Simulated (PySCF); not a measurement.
PySCF input file for MoF6, SMILES [F][Mo]([F])([F])([F])([F])[F], multiplicity 1, C-PCM-PBE0/def2-SVP. Coordinates come from a B3LYP-D3(BJ)/def2-SVP optimisation. The spin state was assumed, not searched. The isomer is the one that the SMILES or the coordinates give; other isomers of the formula were not compared. The def2 effective core potentials stand for the cores of Mo; spin–orbit coupling is left out.

```python
import numpy as np
from pyscf import gto, scf, dft
from pyscf.solvent import pcm

mol = gto.M(
    atom='''
    Mo    0.00000000    0.00000000    0.00000000
    F     0.00000000    1.82848008    0.00000000
    F     0.00000000   -1.82848008    0.00000000
    F     0.00000000    0.00000000   -1.82848008
    F     1.82848008    0.00000000    0.00000000
    F    -1.82848008    0.00000000    0.00000000
    F     0.00000000    0.00000000    1.82848008
    ''',
    basis='def2-SVP',
    ecp={'Mo': 'def2-svp'},
    charge=0,
    spin=0,
    max_memory=1600,
    verbose=3,
)
mf = dft.RKS(mol, xc='pbe0').density_fit(auxbasis='def2-universal-jkfit')
mf.grids.level = 3
mf.conv_tol = 1e-9
mf.max_cycle = 100
mf.kernel()
res = {}
for name, eps in {'water': 78.355, 'dichloromethane': 8.93, 'acetone': 20.493}.items():
    s = mf.PCM()
    s.with_solvent.method, s.with_solvent.eps, s.with_solvent.lebedev_order = 'C-PCM', eps, 29
    s.kernel(mf.make_rdm1())
    res[name] = (s.e_tot, eps, s.dip_moment(), s.mo_energy, s.converged)
    print(f'{name}: electrostatic solvation free energy {(s.e_tot - mf.e_tot) * 627.509474:.3f} kcal/mol')
```

Log of the run:

```
converged SCF energy = -666.403663682319

WARN: PCM is an experimental feature. It is still in testing.
Features and APIs may be changed in the future.

converged SCF energy = -666.406727298683
Dipole moment(X, Y, Z, Debye):  0.00000, -0.00000,  0.00000
water: electrostatic solvation free energy -1.922 kcal/mol

WARN: PCM is an experimental feature. It is still in testing.
Features and APIs may be changed in the future.

converged SCF energy = -666.406411048504
Dipole moment(X, Y, Z, Debye):  0.00000, -0.00000,  0.00000
dichloromethane: electrostatic solvation free energy -1.724 kcal/mol

WARN: PCM is an experimental feature. It is still in testing.
Features and APIs may be changed in the future.

converged SCF energy = -666.406612220262
Dipole moment(X, Y, Z, Debye):  0.00000, -0.00000,  0.00000
acetone: electrostatic solvation free energy -1.850 kcal/mol
```

The calculation finished and met its thresholds.

Cost: around 70 core-seconds (rough).
